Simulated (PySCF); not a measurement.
Molecule (SMILES): Cl[C]Cl (closed-shell singlet).
Geometry (B3LYP-D3(BJ)/def2-TZVP, fixed):
```xyz
3

Cl    -1.4025    -0.2001     0.0210
C     -0.0305     0.8441     0.0088
Cl     1.4133    -0.0978    -0.0241
```
Charge 0, spin multiplicity 1.

How fast the isotropic shielding of Cl1 converges with the basis for several methods (PySCF): deviation from each method's own reference, in ppm. References: HF -121.82 ppm, the value in pcSseg-3; PBE -333.16 ppm, the value in pcSseg-3; PBE0 -292.71 ppm, the value in pcSseg-3. All functions are spherical. No added dispersion term, no relativity. GIAO; atoms are numbered in the order shown.

```tsv
basis	functions	HF	PBE	PBE0
3-21G	35	-180.54	72.97	8.22
def2-SVP	50	73.42	94.42	86.39
6-311+G**	82	57.68	76.98	71.63
aug-cc-pV(D+d)Z	87	96.93	94.18	94.77
6-311++G(3df,3pd)	133	49.70	41.32	44.62
def2-TZVPPD	139	-35.01	-33.24	-34.17
cc-pV(Q+d)Z	183	60.20	68.21	65.88
pcseg-3	188	-8.42	-8.20	-9.01
def2-QZVPP	197	5.22	8.05	7.06
def2-QZVPPD	221	4.26	6.98	6.39
pcSseg-3	224	0.00	0.00	0.00
aug-cc-pV(Q+d)Z	258	59.40	66.62	64.97
```

Mean absolute deviation over 6-311+G**, 6-311++G(3df,3pd), def2-TZVPPD: HF 47.46, PBE0 50.14, PBE 50.51 ppm.
